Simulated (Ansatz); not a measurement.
Consider the ligand exchange at the Si–O bond: `[SiH3][O][In]([Cl])[O][SiH3]` + `O[Si]1(Cl)CO1` → `[SiH3]O[Si]1(Cl)CO1` + `[OH][In]([Cl])[O][SiH3]`.

Isolated molecules relaxed with PBE0-D4/def2-TZVP in Ansatz; ΔE leaves out vibrations. CCSD(T)/CBS is the MP2 limit (def2-TZVPP, def2-QZVPP) plus CCSD(T) − MP2 in def2-TZVPP, frozen cores. DFT in def2-TZVPP. B3LYP here is the variant with VWN-RPA as its local correlation; programs differ in this. Elements past krypton have def2 core potentials. For In outer-core shells are correlated without core-valence functions, which leaves a few kJ/mol of doubt a bond. Each species was taken in one conformer, which may not be the lowest.

```csv
level,ΔE (kJ/mol),difference from CCSD(T)/CBS
PBE-D4,-5.0,-3.0
r2SCAN-D4,-3.2,-1.2
PBE0-D4,-2.9,-0.9
ωB97M-V,-2.5,-0.5
B2PLYP,-2.1,-0.1
PBE,-4.0,-2.0
r2SCAN,-2.9,-0.9
PBE0,-2.0,0.0
B3LYP,-3.4,-1.4
HF/def2-TZVPP,2.0,4.0
MP2/def2-TZVPP,0.4,2.4
SCS-MP2/def2-TZVPP,0.3,2.3
CCSD(T)/def2-TZVPP,0.0,2.0
SCS-MP2/def2-QZVPP,-0.9,1.1
HF/CBS(def2),1.6,3.6
MP2/CBS(def2),-1.6,0.4
CCSD(T)/CBS,-2.0,0
```

Largest T1 diagnostic among the species: 0.015.
